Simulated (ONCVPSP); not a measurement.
Varying the ONCV potential for F

Base potential:

fluorine, optimised norm-conserving Vanderbilt (ONCV), made with ONCVPSP 4.0.1 (PBE, scalar-relativistic). Core [He], reference 2s2 2p5. Waves: 2s: rc 0.85 bohr, ncon 4, nbas 8, qcut 9.3 1/bohr, 3 projectors, debl 3.8 Ha; 2p: rc 0.90 bohr, ncon 4, nbas 8, qcut 9.4 1/bohr, 2 projectors, debl 2.1 Ha; d scattering state at 0.05 Ha: rc 0.75 bohr, ncon 3, nbas 7, qcut 14.6 1/bohr, 3 projectors, debl 1.7 Ha. Local part: polynomial inside 0.45 bohr (lpopt 5, dvloc0 1 Ha). Core correction: none.

All-electron outer shells of the reference configuration (PBE, scalar-relativistic, ld1.x):

```json
{"shell": "1s", "level (eV)": "-663.37", "outermost node (bohr)": "–", "outermost maximum (bohr)": "0.11"}
{"shell": "2s", "level (eV)": "-29.90", "outermost node (bohr)": "0.24", "outermost maximum (bohr)": "0.76"}
{"shell": "2p", "level (eV)": "-11.11", "outermost node (bohr)": "–", "outermost maximum (bohr)": "0.71"}
```

Cutoffs, loose and tight: the cutoffs (Ha) at which the residual kinetic energy of the hardest occupied pseudo-wave falls to 1 and 0.1 mHa per electron. They do not see the model core or the augmentation charge, which bear on the density cutoff. Test errors are all-electron minus pseudo excitation energies from the reference, over the configurations 2s2 2p4; 2s2 2p3; 2s2 2p2; 2s1 2p5. A dash means not determined; rows that change the core or the reference have their own tests.

A true bound ghost makes a file unfit for plane-wave use even where its test errors are small: the radial tests pick states by their node count and pass the ghost by.

```csv
change,outcome,"cutoff, loose","cutoff, tight",bound ghosts,GHOST(+) flags above zero,largest test error (meV)
base,generated,137 Ha,249 Ha,none,d,+267
"local potential polynomial inside 0.45 bohr (lpopt 5, dvloc0 -1 Ha)",generated,137 Ha,249 Ha,d,none,+267
"s: rc 0.75, qcut 10.5, nproj 0; local potential the s channel",generated,137 Ha,249 Ha,none,none,+262
s: nbas 7,generated,137 Ha,249 Ha,none,d,+262
functional LDA (Perdew-Zunger),generated,139 Ha,249 Ha,d,none,+302
p: nproj 1,generated,137 Ha,249 Ha,none,d,+231
s: debl 2.3,generated,137 Ha,249 Ha,none,"s, d",+267
s: qcut 7.2; p: qcut 7.3; d: qcut 11.3,generated,239 Ha,275 Ha,d,s,+411
d: qcut 18.9,generated,137 Ha,249 Ha,none,none,+267
```
